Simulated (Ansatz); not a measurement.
The lowest singlet and triplet of GaH (SMILES [GaH]); geometries from B3LYP-D3(BJ)/def2-TZVP, each state relaxed from the structure named, with no frequency check.
Singlet (charge 0, multiplicity 1):
```json
[
 {"atom": "Ga", "x (Å)": "0.0000", "y (Å)": "0.0000", "z (Å)": "-0.0528"},
 {"atom": "H", "x (Å)": "0.0000", "y (Å)": "0.0000", "z (Å)": "1.6363"}
]
```
Triplet (charge 0, multiplicity 3):
| atom | x (Å) | y (Å) | z (Å) |
|---|---|---|---|
| Ga | 0.0000 | 0.0000 | -0.0508 |
| H | 0.0000 | 0.0000 | 1.5741 |

A positive gap puts the triplet lower; no zero-point energy. R- takes a restricted singlet. U- takes an unrestricted singlet (broken symmetry where lower, unprojected). The triplet is unrestricted in single-reference levels. Active spaces average the two states.

Correlated levels freeze the cores. Filled d and f shells under p-block atoms count as core.

Codes used: Ansatz (Gaussian orbitals). Values without a source in brackets are computed.

```json
[
 {"level": "U-HF/cc-pVQZ", "gap E(singlet) − E(triplet), adiabatic (kcal/mol)": "-31.97"},
 {"level": "U-SVWN5/def2-TZVPP", "gap E(singlet) − E(triplet), adiabatic (kcal/mol)": "-49.14"},
 {"level": "R-wB97X-V/def2-TZVPP", "gap E(singlet) − E(triplet), adiabatic (kcal/mol)": "-50.92"},
 {"level": "R-MP2/cc-pVQZ", "gap E(singlet) − E(triplet), adiabatic (kcal/mol)": "[?]"},
 {"level": "R-CCSD(T)/cc-pVDZ", "gap E(singlet) − E(triplet), adiabatic (kcal/mol)": "-46.10"},
 {"level": "R-CCSD(T)/cc-pVTZ", "gap E(singlet) − E(triplet), adiabatic (kcal/mol)": "-46.60"},
 {"level": "FIC-NEVPT4(SD) on SA-CASSCF(4,5)/cc-pVTZ", "gap E(singlet) − E(triplet), adiabatic (kcal/mol)": "-46.84"},
 {"level": "FIC-MRCISD+Q on SA-CASSCF(4,5)/cc-pVTZ", "gap E(singlet) − E(triplet), adiabatic (kcal/mol)": "-46.84"},
 {"level": "FCI/cc-pVQZ", "gap E(singlet) − E(triplet), adiabatic (kcal/mol)": "-46.93"}
]
```

**Question.** Some entries are withheld; supply them.

**Answer.** 
- R-MP2/cc-pVQZ, gap E(singlet) − E(triplet), adiabatic (kcal/mol): -43.95

Ansatz is a quantum-chemistry and plane-wave program.
